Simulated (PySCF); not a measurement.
C2H4BBrO. Atoms are numbered in the order given.

```xyz
9

B     -0.3117     0.5602     0.0000
Br     0.1911    -1.3179     0.0000
C      0.7905     1.6591     0.0000
C      0.4692     2.9606     0.0000
H      1.8474     1.3696     0.0000
H      1.2288     3.7509     0.0000
H     -0.5784     3.2832     0.0000
O     -1.6221     0.8853     0.0000
H     -2.2097     0.1206     0.0000
```
Charge 0, spin multiplicity 1.

Geometry optimised at ωB97X-D3(BJ)/def2-SVP. The values are those of a single conformer.

Level of theory: PBE/pcSseg-1 (PySCF).

GIAO shieldings, no solvent; atoms listed in one row are averaged. δ = σ(ref) − σ: ¹¹B against BF3 (σ = 83.9 ppm); ¹³C against TMS (σ = 182.0 ppm); ¹H against TMS (σ = 31.49 ppm); ¹⁷O against H2O (σ = 334.3 ppm), references at their B3LYP-D3(BJ)/def2-TZVP geometries, non-relativistic (without spin–orbit terms, shifts of atoms bonded to Cl or Br come out too high).

Computed chemical shifts:
```
nucleus  atoms  count  δ (ppm)
-------  -----  -----  -------
¹¹B         B1      1     28.3
¹³C         C4      1    146.9
¹³C         C3      1    143.9
¹H          H7      1     6.96
¹H          H5      1     6.63
¹H          H6      1     6.59
¹H          H9      1     5.73
¹⁷O         O8      1    197.5
```
